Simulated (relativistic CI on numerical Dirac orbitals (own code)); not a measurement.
Transition arrays of Ho26+

Method of calculation: Dirac-Coulomb-Breit CI, KLI orbitals optimised for each configuration, model QED, valence Slater integrals scaled by 0.9, whole transition arrays (own radial code, finite nucleus).

CI space (outside the closed core [Ar] 3d10 4s2): 4p6.4d5, 4p6.4d4.4f, 4p5.4d6, 4p6.4d4.5p, 4p6.4d4.5f. Levels of other configurations are missing.

All E1 lines from the levels of 4p6.4d5; mean and standard deviation are weighted by gf, and upper levels are sorted by their leading configuration.

| Upper configuration | Lines | Σgf | Mean (eV) | Mean (nm) | σ (eV) | Strongest line (nm) |
| --- | --- | --- | --- | --- | --- | --- |
| 4p6.4d4.4f | 5802 | 797.0 | 193.13 | 6.420 | 10.63 | 6.293 |
| 4p5.4d6 | 2913 | 621.6 | 202.67 | 6.117 | 13.31 | 6.088 |
| 4p6.4d4.5p | 3245 | 124.2 | 340.26 | 3.644 | 6.10 | 3.701 |
| 4p6.4d4.5f | 5470 | 302.9 | 476.85 | 2.600 | 5.54 | 2.618 |

Σgf per state of the lower configuration in bins of 0.2 nm over the central range (centre: value): 2.5: 0.54, 2.7: 0.66, 3.5: 0.08, 3.7: 0.41, 5.7: 0.18, 5.9: 0.83, 6.1: 1.21, 6.3: 2.42, 6.5: 0.39, 6.7: 0.08, 6.9: 0.08, 7.1: 0.09, 7.3: 0.08, 7.5: 0.06.

Task: How do configuration mixing and the scaling of the Slater integrals move the arrays?

Result: Slater scale 0.9, no configuration mixing: 4p6.4d4.4f 186.2 ± 8.1 eV (Σgf 762.4), 4p5.4d6 179.3 ± 21.6 eV (Σgf 543.3), 4p6.4d4.5p 340.5 ± 6.1 eV (Σgf 139.2), 4p6.4d4.5f 476.8 ± 5.5 eV (Σgf 303.7); Slater scale 1: 4p6.4d4.4f 197.2 ± 11.1 eV (Σgf 860.9), 4p5.4d6 205.7 ± 13.4 eV (Σgf 582.9), 4p6.4d4.5p 340.3 ± 6.3 eV (Σgf 122.4), 4p6.4d4.5f 476.9 ± 5.8 eV (Σgf 303.2); Slater scale 0.8: 4p6.4d4.4f 189.2 ± 10.1 eV (Σgf 757.2), 4p5.4d6 199.6 ± 13.3 eV (Σgf 636.2), 4p6.4d4.5p 340.2 ± 5.9 eV (Σgf 126.1), 4p6.4d4.5f 476.8 ± 5.3 eV (Σgf 302.7). With mixing, levels are counted to their leading configuration, so an array can shrink or vanish into another, and the sums then hold other lines.
